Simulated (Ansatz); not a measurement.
CuCO⁻, that is Cu(CO) with one electron more. Charge -1, multiplicity 3. Geometry r2SCAN-D4/def2-TZVP, that of the neutral doublet; atoms count from 1.

Cartesian coordinates in Å:
```
Cu -0.149 0.989 -1.210
C -0.191 -0.293 0.139
O 0.340 -0.696 1.071
```

The highest occupied level of the charge -1 triplet lies above zero (up to 1.52 eV). By energy differences its removal costs 0.15 eV (vertical, to the charge 0 doublet, at PBE0-D4/def2-TZVPD); a positive level beside a positive removal energy at the same level points to self-interaction error. At PBE0-D4/def2-TZVPD a singlet of charge -1 lies 0.26 eV below the triplet at the same geometry.

Problem. Estimate the Mulliken populations from the PBE0/def2-TZVPD orbitals of Ansatz.

Solution. 
```csv
atom,charge (e),spin (α − β),d electrons
Cu1,-0.71,1.37,9.79
C2,-0.02,0.46,–
O3,-0.27,0.17,–
```
Mulliken values and Mayer orders depend strongly on the basis. With diffuse functions, as here, like atoms can get unlike values, and bond orders can come out too low or too high.

Problem. Where does the spin sit?

Solution. Summed by element: Cu 1.37, C 0.46, O 0.17, of 2 unpaired in all. Largest on single atoms: Cu1 1.37, C2 0.46, O3 0.17.

Problem. And the Mayer bond orders between bonded heavy atoms (over 0.3)?

Solution. Cu1–C2 1.35 (1.86 Å); C2–O3 2.06 (1.15 Å).
